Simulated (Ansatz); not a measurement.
The lowest singlet and triplet of H2Si2 (SMILES [Si]=[SiH2]); geometries from B3LYP-D3(BJ)/def2-TZVP, each state relaxed from the structure named, with no frequency check.
Singlet (charge 0, multiplicity 1):
```xyz
4

Si     1.227    -0.058     0.011
Si    -0.970     0.046    -0.009
H     -1.855    -1.145    -0.011
H     -1.739     1.315    -0.021
```
Triplet (charge 0, multiplicity 3):
```xyz
4

Si     1.2764    -0.0608     0.0115
Si    -1.0047     0.0478    -0.0091
H     -1.9586    -1.0982    -0.0180
H     -1.8455     1.2792    -0.0163
```

A positive gap puts the triplet lower; no zero-point energy. R- takes a restricted singlet. U- takes an unrestricted singlet (broken symmetry where lower, unprojected). The triplet is unrestricted in single-reference levels. Active spaces average the two states.

Frozen-core correlation.

Programs: Ansatz (Gaussian basis) for Hartree–Fock, density functionals and correlated methods. 

| level | gap E(singlet) − E(triplet), adiabatic (kJ/mol) |
|---|---|
| R-SVWN5/def2-TZVPP | -42.0 |
| U-PBE/def2-TZVPP (spin-contaminated) | -24.0 |
| U-B3LYP/def2-TZVPP (spin-contaminated) | -28.0 |
| R-wB97M-V/def2-TZVPP | -34.3 |
| R-B2PLYP/def2-TZVPP | -31.1 |
| R-MP2/cc-pV(T+d)Z | -31.1 |
| R-CCSD/cc-pV(T+d)Z | -29.8 |
| SC-NEVPT2 on SA-CASSCF(4,4)/cc-pV(Q+d)Z | [?] |
| FIC-MRCISD+Q on SA-CASSCF(4,4)/cc-pV(D+d)Z | [?] |

Task: What belongs in the gaps?

Result: 
- SC-NEVPT2 on SA-CASSCF(4,4)/cc-pV(Q+d)Z, gap E(singlet) − E(triplet), adiabatic (kJ/mol): -43.1
- FIC-MRCISD+Q on SA-CASSCF(4,4)/cc-pV(D+d)Z, gap E(singlet) − E(triplet), adiabatic (kJ/mol): -40.2

Doubts at one or more of the structures used: a restricted determinant that unrestricted orbitals would lower (R-B2PLYP/def2-TZVPP, R-MP2/cc-pV(T+d)Z, R-CCSD/cc-pV(T+d)Z).

Ansatz is a program for electronic structure.
